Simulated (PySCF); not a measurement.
C5H4N, SMILES [c]1ccncc1, doublet (PBE0/def2-SVP optimised geometry):

```
10

C      0.660     1.161     0.000
C      1.373    -0.013     0.000
C      0.594    -1.183     0.000
N     -0.734    -1.183     0.000
C     -1.368    -0.016     0.000
C     -0.713     1.226     0.000
H      2.465    -0.063     0.000
H      1.089    -2.162     0.000
H     -2.465    -0.049     0.000
H     -1.277     2.162     0.000
```

Level of theory: unrestricted PBE0/def2-TZVP (PySCF 2.14.0).

**Question.** What are the frontier orbital energies (α orbitals alone; a β orbital can be the lowest empty one) and the dipole moment?

**Answer.** HOMO-2 -8.57 eV, HOMO-1 -7.83 eV, HOMO -6.96 eV, LUMO -0.88 eV, LUMO+1 -0.76 eV; dipole moment 1.13 D.

On the same geometry unrestricted PBE/def2-TZVP run with PySCF 2.14.0 gives HOMO-2 -6.89 eV, HOMO-1 -6.85 eV, HOMO -5.45 eV, LUMO -1.82 eV, LUMO+1 -1.74 eV; dipole moment 0.89 D.

Meta-Löwdin charges at PBE0/def2-TZVP: C1 0.01, C2 -0.16, C3 0.01, N4 -0.25, C5 0.01, C6 -0.16, H7 0.14, H8 0.13, H9 0.13, H10 0.14.
